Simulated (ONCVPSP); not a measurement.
sulfur (S): from the effect back to the setting (ONCV)

Base potential:

* Element: sulfur
* Generator: ONCVPSP 4.0.1
* Type: optimised norm-conserving Vanderbilt (ONCV)
* Functional: LDA (Perdew-Zunger)
* Relativity: scalar-relativistic
* Frozen core: [He]
* Valence charge: 14
* Reference configuration: 2s2 2p6 3s1 3p5
* Partial waves: 2s+3s: rc 0.80 bohr, ncon 4, nbas 9, qcut 19.3 1/bohr, 2 projectors; 2p+3p: rc 0.65 bohr, ncon 3, nbas 7, qcut 17.3 1/bohr, 2 projectors
* Local potential: polynomial inside 0.45 bohr (lpopt 5, dvloc0 0 Ha)
* Core correction: none

Cutoffs, loose and tight: the cutoffs (Ha) at which the residual kinetic energy of the hardest occupied pseudo-wave falls to 1 and 0.1 mHa per electron. They do not see the model core or the augmentation charge, which bear on the density cutoff. Test errors are all-electron minus pseudo excitation energies from the reference, over the configurations 2s2 2p6 3s2 3p4; 2s2 2p6 3s2 3p3; 2s2 2p6 3s2 3p2; 2s2 2p6 3s1 3p4; variants that change the core or the reference have their own tests.

Only the scale of all radii (base = 1) is moved (1 further runs of the sweep failed or gave no value and are left out):

```
scale of all radii (base = 1)  cutoff, loose  cutoff, tight  bound ghosts  largest test error (meV)
                         0.86         350 Ha         750 Ha          none                      +7.1
                         0.99         142 Ha         398 Ha          none                      +9.0
                         1.05         134 Ha         194 Ha          none                      +9.2
                          1.2         122 Ha         136 Ha          none                      +9.0
                          1.3         116 Ha         130 Ha          none                      +8.1
```

**Question.** One more run gave cutoff, loose: 127 Ha; cutoff, tight: 141 Ha; bound ghosts: none; largest test error (meV): +9.1. Which value of the scale of all radii (base = 1) was used?

**Answer.** 1.13. The loose cutoff moves one way along this sweep, from 350 Ha at 0.86 to 116 Ha at 1.3, which places the run between 1.05 and 1.2.
